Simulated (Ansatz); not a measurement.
CH6NO2Sb, SMILES `OC(O)[NH][SbH2]`, relaxed with RKS PBE-D4/def2-SVP in the Gaussian-basis code of Ansatz from a rough embedded geometry. The force threshold is 0.03 eV/Å; the program also tests the step.

The species carries charge 0 and has multiplicity 1. Sb takes the def2 core potential.

Start:

```xyz
11

O     0.719   -0.804    1.270
C     0.703   -0.583   -0.060
O    -0.151   -1.529   -0.617
N     0.217    0.804   -0.446
Sb   -1.691    1.115    0.457
H     1.518   -0.244    1.674
H     1.728   -0.695   -0.515
H     0.271   -2.381   -0.537
H     0.931    1.460    0.035
H    -1.803    2.634   -0.415
H    -2.442    0.223   -0.846
```

(1) By how much does the energy fall, and how many steps does the optimiser take? (Best estimate.)

(2) Which bonds change most? (An estimate is asked.)

(3) Give the relaxed structure. (Estimate.)

Answers

(1) The calculation gave: 13.95 kcal/mol, in 28 steps, 3 of them rejected.

(2) Ansatz gave: C2–N4 from 1.519 to 1.419 Å; O1–C2 from 1.348 to 1.444 Å; O1–H6 from 1.057 to 0.976 Å; N4–H9 from 1.082 to 1.025 Å.

(3) The calculation gave: 
```xyz
11

O     0.764   -0.587    1.314
C     0.771   -0.639   -0.129
O     0.142   -1.847   -0.437
N     0.064    0.400   -0.788
Sb   -1.919    0.597   -0.100
H     1.314    0.171    1.587
H     1.840   -0.614   -0.482
H     0.340   -2.443    0.311
H     0.599    1.274   -0.838
H    -1.642    1.974    0.951
H    -2.274    1.713   -1.390
```
